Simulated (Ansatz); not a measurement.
Consider the ligand exchange at a Ga–S bond: `[OH][GaH][S][SiH3]` + HCl → `[OH][GaH][Cl]` + `[SiH3]S`.

Isolated molecules relaxed with PBE0-D4/def2-TZVP in Ansatz; ΔE leaves out vibrations. CBS: MP2 limit from def2 TZ/QZ plus the TZ coupled-cluster correction, frozen cores. This one scheme is used for every species. DFT in def2-TZVPP. B3LYP here is the variant with VWN-RPA as its local correlation; programs differ in this. For Ga outer-core shells are correlated without core-valence functions, which leaves a few kJ/mol of doubt a bond. Scalar relativity is left out up to krypton. One conformer a species, not always the lowest.

```json
{"level": "B3LYP-D4", "ΔE (kJ/mol)": "-25.4"}
{"level": "r2SCAN0-D4", "ΔE (kJ/mol)": "-26.6"}
{"level": "PBE-QIDH", "ΔE (kJ/mol)": "-26.0"}
{"level": "BHLYP", "ΔE (kJ/mol)": "-36.1"}
{"level": "CCSD(T)/def2-SVP", "ΔE (kJ/mol)": "-28.5"}
{"level": "SCS-MP2/def2-TZVPP", "ΔE (kJ/mol)": "-25.8"}
{"level": "HF/def2-QZVPP", "ΔE (kJ/mol)": "-44.0"}
{"level": "MP2/CBS(def2)", "ΔE (kJ/mol)": "-19.6"}
```

**Question.** What does CCSD(T)/CBS give? (Best estimate.)

**Answer.** The calculation gave: -21.6 kJ/mol. The listed levels differ from it by -3.8, -5.0, -4.4, -14.5, -6.9, -4.2, -22.4, 2.0 kJ/mol.

Largest T1 diagnostic among the species: 0.014.

The D4 term adds +9.4 kJ/mol with B3LYP and +5.2 kJ/mol with PBE0; it sums over pairs of atoms, weighted by their polarisabilities, and B3LYP, whose exchange is more repulsive, gets the larger term. Leaving LDA and LC-ωPBE aside and taking each functional with its dispersion term where it has one, the values, not all of them listed here, spread over 9.0 kJ/mol, from B2PLYP to revPBE-D4. LDA lies +7.3 kJ/mol from PBE without D4.

CCSD(T)/CBS has its own doubt, a few kJ/mol and more with outer-core shells, so smaller differences from it don't rank the levels.
